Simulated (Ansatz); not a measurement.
Reaction (cleavage of the Sn–Si bond): `CO[SiH2][SnH3]` + `NCF` → `FC[NH][SnH3]` + `CO[SiH3]`

Gas-phase electronic energies from Ansatz, PBE0-D4/def2-TZVP geometries. CBS: MP2 limit from def2 TZ/QZ plus the TZ coupled-cluster correction, frozen cores. Functionals use def2-TZVPP. B3LYP here is the variant with VWN-RPA as its local correlation; programs differ in this. Elements past krypton have def2 core potentials. For Sn outer-core shells are correlated without core-valence functions, which leaves a few kJ/mol of doubt a bond. One conformer a species, not always the lowest.

```json
{"level": "PBE-D4", "ΔE (kcal/mol)": "10.2", "difference from CCSD(T)/CBS": "3.7"}
{"level": "r2SCAN-D4", "ΔE (kcal/mol)": "8.3", "difference from CCSD(T)/CBS": "1.8"}
{"level": "PBE0-D4", "ΔE (kcal/mol)": "10.1", "difference from CCSD(T)/CBS": "3.6"}
{"level": "B3LYP-D4", "ΔE (kcal/mol)": "7.6", "difference from CCSD(T)/CBS": "1.1"}
{"level": "ωB97X-V", "ΔE (kcal/mol)": "6.5", "difference from CCSD(T)/CBS": "0.0"}
{"level": "ωB97M-V", "ΔE (kcal/mol)": "6.9", "difference from CCSD(T)/CBS": "0.4"}
{"level": "B2PLYP", "ΔE (kcal/mol)": "6.3", "difference from CCSD(T)/CBS": "-0.2"}
{"level": "PBE", "ΔE (kcal/mol)": "10.1", "difference from CCSD(T)/CBS": "3.6"}
{"level": "r2SCAN", "ΔE (kcal/mol)": "8.2", "difference from CCSD(T)/CBS": "1.7"}
{"level": "PBE0", "ΔE (kcal/mol)": "9.9", "difference from CCSD(T)/CBS": "3.4"}
{"level": "B3LYP", "ΔE (kcal/mol)": "7.4", "difference from CCSD(T)/CBS": "0.9"}
{"level": "HF/def2-TZVPP", "ΔE (kcal/mol)": "4.7", "difference from CCSD(T)/CBS": "-1.8"}
{"level": "MP2/def2-TZVPP", "ΔE (kcal/mol)": "5.3", "difference from CCSD(T)/CBS": "-1.2"}
{"level": "SCS-MP2/def2-TZVPP", "ΔE (kcal/mol)": "4.2", "difference from CCSD(T)/CBS": "-2.3"}
{"level": "CCSD/def2-TZVPP", "ΔE (kcal/mol)": "6.0", "difference from CCSD(T)/CBS": "-0.5"}
{"level": "CCSD(T)/def2-TZVPP", "ΔE (kcal/mol)": "5.9", "difference from CCSD(T)/CBS": "-0.6"}
{"level": "HF/def2-QZVPP", "ΔE (kcal/mol)": "4.4", "difference from CCSD(T)/CBS": "-2.1"}
{"level": "MP2/def2-QZVPP", "ΔE (kcal/mol)": "5.6", "difference from CCSD(T)/CBS": "-0.9"}
{"level": "SCS-MP2/def2-QZVPP", "ΔE (kcal/mol)": "4.5", "difference from CCSD(T)/CBS": "-2.0"}
{"level": "HF/CBS(def2)", "ΔE (kcal/mol)": "4.4", "difference from CCSD(T)/CBS": "-2.1"}
{"level": "MP2/CBS(def2)", "ΔE (kcal/mol)": "5.9", "difference from CCSD(T)/CBS": "-0.6"}
{"level": "CCSD/CBS(def2)", "ΔE (kcal/mol)": "6.6", "difference from CCSD(T)/CBS": "0.1"}
{"level": "CCSD(T)/CBS", "ΔE (kcal/mol)": "6.5", "difference from CCSD(T)/CBS": "0"}
```

Largest T1 diagnostic among the species: 0.013.
